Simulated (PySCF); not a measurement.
Geometry:
```
atom   x (Å)   y (Å)   z (Å)
  C1  -2.058  -1.702   1.629
  C2  -1.583  -0.339   1.146
  P3  -1.428  -0.291  -0.673
  O4  -2.618  -0.871  -1.380
  C5  -1.100   1.453  -1.101
  C6  -2.362   2.300  -1.001
  C7   0.119  -1.199  -1.090
  C8   1.376  -0.682  -0.461
  C9   2.153   0.292  -1.102
 C10   3.296   0.809  -0.496
 C11   3.686   0.360   0.765
 C12   2.928  -0.616   1.411
 C13   1.786  -1.131   0.801
 H14  -2.290  -1.686   2.704
 H15  -1.296  -2.481   1.466
 H16  -2.960  -2.003   1.077
 H17  -0.629  -0.034   1.606
 H18  -2.326   0.436   1.400
 H19  -0.729   1.442  -2.139
 H20  -0.281   1.840  -0.472
 H21  -2.691   2.423   0.042
 H22  -3.183   1.823  -1.557
 H23  -2.197   3.306  -1.415
 H24   0.163  -1.165  -2.190
 H25  -0.078  -2.248  -0.817
 H26   1.859   0.645  -2.094
 H27   3.888   1.566  -1.015
 H28   4.583   0.764   1.240
 H29   3.231  -0.984   2.394
 H30   1.203  -1.903   1.311
```

Geometry: PBE0-D3(BJ)/def2-SVP; GIAO shifts from PySCF, gas phase, non-relativistic, averaged over equivalent atoms.

At mPW1PW91/pcSseg-1 (313 basis functions, 120 s wall time on 1 thread of an Arm Neoverse V1, shared host):
```tsv
atoms	δ (ppm)
C8	140.4
C9/C13	135.0
C10/C12	134.4
C11	132.0
C7	40.0
C2/C5	19.7
C1/C6	6.4
P3	18.5
O4	85.9
H27/H29	7.39
H28	7.31
H26/H30	7.21
H24/H25	2.97
H14/H15/H16/H21/H22/H23	1.18
H17/H19	1.13
H18/H20	1.00
```

References, each an isolated molecule treated in the same way: 13C (σref 183.54), 1H (σref 31.32) against TMS; 31P (σref 308.48) vs H3PO4; 17O (σref 333.30) against H2O.

Problem. Estimate the result of repeating the calculation with PBE0/pcSseg-1.

Solution. 
| atoms | δ at PBE0/pcSseg-1 | change |
| --- | --- | --- |
| C8 | 140.4 | +0.0 |
| C9/C13 | 135.0 | +0.0 |
| C10/C12 | 134.4 | +0.0 |
| C11 | 131.9 | -0.1 |
| C7 | 40.2 | +0.2 |
| C2/C5 | 19.7 | +0.0 |
| C1/C6 | 6.2 | -0.2 |
| P3 | 17.7 | -0.8 |
| O4 | 87.1 | +1.2 |
| H27/H29 | 7.41 | +0.02 |
| H28 | 7.33 | +0.02 |
| H26/H30 | 7.23 | +0.02 |
| H24/H25 | 2.98 | +0.01 |
| H14/H15/H16/H21/H22/H23 | 1.18 | +0.00 |
| H17/H19 | 1.14 | +0.01 |
| H18/H20 | 1.01 | +0.01 |

Chemical shifts δ = σref − σ; 13C (σref 184.41), 1H (σref 31.27) against TMS; H3PO4 for 31P (σref 310.13); H2O for 17O (σref 334.56), all at this level.

The largest change is at O4 (P=O oxygen). Cost: 313 basis functions, 2.2 min wall time on 1 thread of an Arm Neoverse V1, shared host. The order of the carbon signals is the same at both levels.

Experimental scales use liquid or dissolved standards, which lie at an offset from isolated H2O (liquid H2O: subtract about 36 ppm) and H3PO4.
